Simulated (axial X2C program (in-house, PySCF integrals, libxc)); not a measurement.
Low determinants of CsBr⁺ at the PBE0 level, with spin–orbit coupling

Calculated with an in-house all-electron X2C program for linear molecules (integrals from PySCF). Two-component (2c) means X2C with spin–orbit coupling and atomic mean-field two-electron Coulomb and Gaunt terms. Basis: Cs dyall-cv3z [15s15p9d4f1g], Br dyall-cv3z [8s9p6d4f1g] (cores contracted in-house); Gaussian nuclei, density fitting, unrestricted open shells. Masses: Cs 132.905 u, Br 78.918 u.

Search at 3.807 Å (vertical energies from the lowest determinant):

```json
{"ΔE (eV)": "0.00", "state": "Ω = 3/2", "electrons beyond evenly filled partner blocks": "ω = 3/2", "electrons in ±ω = 1/2, 3/2, 5/2, 7/2": "58 25 6 0"}
{"ΔE (eV)": "0.17", "state": "Ω = 1/2", "electrons beyond evenly filled partner blocks": "ω = 1/2", "electrons in ±ω = 1/2, 3/2, 5/2, 7/2": "57 26 6 0"}
{"ΔE (eV)": "7.76", "state": "Ω = 5/2", "electrons beyond evenly filled partner blocks": "2 × ω = 1/2, ω = 3/2", "electrons in ±ω = 1/2, 3/2, 5/2, 7/2": "58 25 6 0"}
{"ΔE (eV)": "7.91", "state": "Ω = 1/2", "electrons beyond evenly filled partner blocks": "2 × ω = -1/2, ω = 3/2", "electrons in ±ω = 1/2, 3/2, 5/2, 7/2": "58 25 6 0"}
```

Lowest determinant, Ω = 3/2 (⟨Sz⟩ = 0.50, ⟨Lz⟩ = 1.00 at PBE0): Re = 3.765 Å, ωe = 50.8 cm⁻¹.

The determinant in row 2 of the search, Ω = 1/2 (⟨Sz⟩ = -0.07, ⟨Lz⟩ = 0.57 at PBE0), was followed along the bond at PBE0; measured from the minimum of the lowest determinant it gives:

Te = 0.171 eV (1381 cm⁻¹), Re = 3.852 Å, ωe = 36.0 cm⁻¹.

Compare the bond of the determinant in row 2 with that of the lowest one.

At PBE0 its Re is 0.087 Å longer and its force constant, which goes as ωe², is 0.50 times that of the lowest determinant. T0 ≈ Te + Δωe/2 = 1381 + (-7) = 1374 cm⁻¹.

The search compares states at one distance, so a state with another bond length can lie lower; it is not exhaustive and yields mostly the lowest determinant of each block pattern, so other components and higher states of one pattern are missing. A followed state lies above the atoms to which the lowest one dissociates. These are energies of single determinants, not of spin-adapted states; PBE0 term energies can be off by some tenths of an eV, and the functional has no current term. The lowest determinant need not be the ground state where others lie within half an eV.
